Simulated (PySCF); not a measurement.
UHF on Br²⁺ (bromine, charge +2), [Ar] 3d10 4s2 4p2 5s1, high-spin 4P determinant (an excited configuration). Computed with PySCF 2.14 in aug-cc-pV5Z-PP with ECP10MDF (8s7p6d4f3g2h, 136 functions), with scalar relativity through the core potential.

```
cycle= 3 E= -413.686557488894  delta_E= -0.000401  |g|= 0.00566  |ddm|= 0.0559
cycle= 4 E= -413.686897562384  delta_E= -0.00034  |g|= 0.00549  |ddm|= 0.0522
cycle= 5 E= -413.687765073363  delta_E= -0.000868  |g|= 0.00504  |ddm|= 0.146
cycle= 6 E= -413.689423995627  delta_E= -0.00166  |g|= 0.00711  |ddm|= 0.407
cycle= 7 E= -413.689579866545  delta_E= -0.000156  |g|= 0.00994  |ddm|= 0.0748
cycle= 8 E= -413.689818246532  delta_E= -0.000238  |g|= 0.00303  |ddm|= 0.131
cycle= 9 E= -413.690205994689  delta_E= -0.000388  |g|= 0.0105  |ddm|= 0.465
cycle= 10 E= -413.690196738904  delta_E= 9.26e-06  |g|= 0.0109  |ddm|= 0.00542
cycle= 11 E= -413.690255179168  delta_E= -5.84e-05  |g|= 0.00762  |ddm|= 0.0383
cycle= 12 E= -413.6903103939  delta_E= -5.52e-05  |g|= 0.000294  |ddm|= 0.0785
cycle= 13 E= -413.690310484137  delta_E= -9.02e-08  |g|= 0.000132  |ddm|= 0.00587
cycle= 14 E= -413.69031050119  delta_E= -1.71e-08  |g|= 5.64e-06  |ddm|= 0.00169
cycle= 15 E= -413.6903105013  delta_E= -1.1e-10  |g|= 3.37e-06  |ddm|= 8.46e-05
converged SCF energy = -413.6903105013  <S^2> = 3.7549415  2S+1 = 4.00247
```

Highest occupied orbital energy: -16.560 eV; ⟨L²⟩ = 4.46; populations by l: s 4.59, p 8.00, d 10.41, f 0.00.

**Question.** Can this result be used?

**Answer.** Not for this state. The run converged. ⟨L²⟩ = 4.46 against 2 for a pure P term, so this real determinant mixes terms. Energies and moments cover only the electrons outside the core potential. The outer electron is Rydberg-like, and this basis confines it to a smaller radius and binds it less than a complete one would. The s, p, d and f populations moved away from the nominal configuration during the SCF.
